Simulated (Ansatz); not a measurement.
Stepwise reaction of `O[SiH](O)S[SiH](O)O` with hydrogen, as a gas-phase model of exchange steps in deposition or etching. ΔE in kJ/mol.

Isolated molecules relaxed with PBE0-D4/def2-TZVP in Ansatz; ΔE leaves out vibrations. CBS: MP2 limit from def2 TZ/QZ plus the TZ coupled-cluster correction, frozen cores. This one scheme is used for every species. Functionals use def2-TZVPP. B3LYP here is the variant with VWN-RPA as its local correlation; programs differ in this. Each species was taken in one conformer, which may not be the lowest.

```tsv
step	reaction	PBE-D4	B3LYP-D4	ωB97M-V	CCSD(T)/CBS
1	`O[SiH](O)S[SiH](O)O` + H₂ → `O[SiH2]S[SiH](O)O` + H₂O	90.6	96.7	96.6	93.3
2	`O[SiH2]S[SiH](O)O` + H₂ → `O[SiH](O)S[SiH3]` + H₂O	82.5	87.6	87.8	83.5
3	`O[SiH](O)S[SiH3]` + H₂ → `O[SiH2]S[SiH3]` + H₂O	86.5	92.1	93.1	90.0
```

By hand: ΔE of the 3 steps together at CCSD(T)/CBS.

(93.3) + (83.5) + (90.0) = 266.8 kJ/mol, or 88.9 kJ/mol a step.

In ΔE step 2 is the lowest and step 1 the highest. All are uphill at CCSD(T)/CBS. PBE-D4 differs from CCSD(T)/CBS by -3.5 to -1.0 kJ/mol a step. Isolated molecules leave out the surface, adducts and barriers. Largest T1 diagnostic: 0.012.
